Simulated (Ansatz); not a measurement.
Reaction (ligand exchange at the Si–N bond): `CO[SiH2]N[SiH2]F` + H₂Se → `F[SiH2][SeH]` + `CO[SiH2]N`

Computed with Ansatz on PBE0-D4/def2-TZVP structures; ΔE is electronic, products minus reactants. CCSD(T)/CBS is the MP2 limit (def2-TZVPP, def2-QZVPP) plus CCSD(T) − MP2 in def2-TZVPP, frozen cores. This one scheme is used for every species. DFT in def2-TZVPP. For Se outer-core shells are correlated without core-valence functions, which leaves a few kJ/mol of doubt a bond. Scalar relativity is left out up to krypton. Each species was taken in one conformer, which may not be the lowest.

Q: Is it downhill or uphill in electronic energy at CCSD(T)/CBS, and by how much? (An estimate is asked.)

A: The calculation gave: Uphill: ΔE = +10.4 kJ/mol.

Q: What do these levels give: r2SCAN-D4, ωB97M-V, B2PLYP, CCSD(T)/def2-TZVPP, MP2/def2-QZVPP, SCS-MP2/def2-QZVPP? (Best estimate.)

A: Computed: r2SCAN-D4 7.5, ωB97M-V 11.4, B2PLYP 11.2, CCSD(T)/def2-TZVPP 15.5, MP2/def2-QZVPP 9.6, SCS-MP2/def2-QZVPP 13.0 kJ/mol.

Largest T1 diagnostic among the species: 0.011.

From PBE to PBE0 (25 % exact exchange), in def2-TZVPP and without D4, ΔE moves by +3.6 kJ/mol. In def2-TZVPP, CCSD(T) changes the Hartree–Fock value by −3.2 kJ/mol (the triples alone add −1.0 kJ/mol) and MP2 by −6.6 kJ/mol.
